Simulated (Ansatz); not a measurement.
H3O3Si (SMILES O[Si](O)O), doublet, at a GFN2-xTB geometry. Base run: PBE/def2-SVP run with Ansatz (a first-principles code).

The Ansatz input:
Ansatz 0.2 input:
```yaml
crystal:
  periodic: [false, false, false]
  atoms:
    - {symbol: O, position_ang: [-0.84317475, -0.87603590, -0.91455838]}
    - {symbol: Si, position_ang: [-0.16941596, -0.08038194, 0.34291190]}
    - {symbol: O, position_ang: [-0.28508537, 1.51773913, -0.03316397]}
    - {symbol: O, position_ang: [1.37066024, -0.57947772, 0.49097699]}
    - {symbol: H, position_ang: [-1.58178239, -0.47345656, -1.36288875]}
    - {symbol: H, position_ang: [0.23413609, 2.15205276, 0.45211068]}
    - {symbol: H, position_ang: [1.78026866, -1.05105329, -0.23602572]}
basis:
  gaussian:
    orbitals: def2-SVP
hamiltonian:
  xc: pbe
magnetization: {spin_polarized: true, initial_magnetization: 1}
```

The base run was repeated with changes; each row names its change, and settings that it needs were set with it.

```tsv
change	ΔE vs base (kcal/mol)
base	0.000
point_charge = charge:1.0 position_ang:-2.9938, 1.9852, 3.5186	-2.82
final_grid = 10, 20, 41	0.000
lower_state_search = off	0.000
lower_state_search = full	0.000
lower_state_search = light	0.000
point_charge = charge:0.5 position_ang:-0.7907, -1.9985, 4.4664	-2.48
final_grid = 4, 8, 17	-0.268
fitting.mean_field = cc-pVTZ-JKFIT	-0.039
final_grid = 14, 28, 59	0.000
accuracy = high	0.001
```
